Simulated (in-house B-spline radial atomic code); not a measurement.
Atomic self-consistent-field run: B2+. All numbers are computed (scalar-relativistic (X2C) Hartree-Fock, spin-polarised, averaged over the determinants with the given up and down occupations; Fermi nucleus of rms radius 2.406 fm, inside a hard spherical wall at 5.37 bohr) with a B-spline radial code for spherical atoms, not measured.

Command:
```bash
python run_scf.py task.json out
```
Settings (nuclear radius in fm, mass in u):
```
Z                5
configuration    [He] 2p1
hamiltonian      x2c
method           hf
spin_polarised   True
nucleus          fermi
rms_radius       2.406
atomic_mass      11.00931
speed_of_light   137.035999084
wall_radius      5.37
```

Output (hartree, bohr):
```
 radial grid: 66 intervals, B-splines of order 8, outer radius 5.37 bohr

 iter        energy (Eh)    residual
    1        -22.7058608    2.13e-01
    2        -23.1572398    1.37e-02
    3        -23.1588145    7.75e-03
    4        -23.1592699    4.34e-03
    5        -23.1594578    5.03e-04
    6        -23.1594595    1.56e-05
    7        -23.1594595    1.31e-06
    8        -23.1594595    1.33e-07

 total energy                      -23.159459
 kinetic                             23.18019
 electron-nucleus                   -50.78813
 electron-electron                    4.44848

 orbital      occ     eigenvalue          <r>       <r^2>       <1/r>     <1/r^2>     <1/r^3>       r_max
 1s up      1.000       -8.78327     0.326652    0.144314     4.67198     44.6997           -      0.2108
 1s down    1.000       -8.76025     0.324893    0.142409     4.68822     44.9435           -      0.2105
 2p up      1.000       -1.16745      1.57478     2.98545    0.802839    0.880392     1.51685       1.255

 Slater integrals (Eh)
   F0(1s up,1s up)               2.887131
   F0(1s up,1s down)             2.893581
   F0(1s up,2p up)               0.792202
   G1(1s up,2p up)               0.089097
   F0(1s down,1s down)           2.900057
   F0(1s down,2p up)             0.792397
   F0(2p up,2p up)               0.576622
   F2(2p up,2p up)               0.275217
```

Run time, properties included: 0.1 s on 1 thread of Intel(R) Xeon(R) Platinum 8375C CPU @ 2.90GHz, on a shared host.
